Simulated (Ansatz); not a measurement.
Cl$_{2}$OSW, SMILES `[O]=[W](=[S])([Cl])[Cl]`, one more setting.

```yaml
crystal:
  periodic: [false, false, false]
  atoms:
    - {symbol: O, position_ang: [-0.506471, -0.374564, 1.606405]}
    - {symbol: W, position_ang: [-0.001006, -0.143087, 0.078473]}
    - {symbol: S, position_ang: [1.684171, -1.097798, -0.403478]}
    - {symbol: Cl, position_ang: [-1.723116, -0.613785, -1.196697]}
    - {symbol: Cl, position_ang: [0.439198, 2.038463, 0.058712]}
basis:
  gaussian: {orbitals: def2-TZVPD, fitting: {mean_field: def2-universal-jkfit}}
total_charge: 1
magnetization: {spin_polarized: true, initial_magnetization: 1}
hamiltonian: {xc: {name: HF}}
correlation: {active_space: {window: {electrons: 3, orbitals: 2}}}
accuracy: high
output: {forces: true}
```

```sh
$ ansatz run in.yaml --threads 4 --pin off --events-out ev --progress --plain --max-ram 10444MiB
```

Shortened log:

```
Error: invalid value for `correlation.active_space`: it starts from restricted Hartree–Fock orbitals; set hamiltonian.xc: hf without magnetization.spin_polarized
```
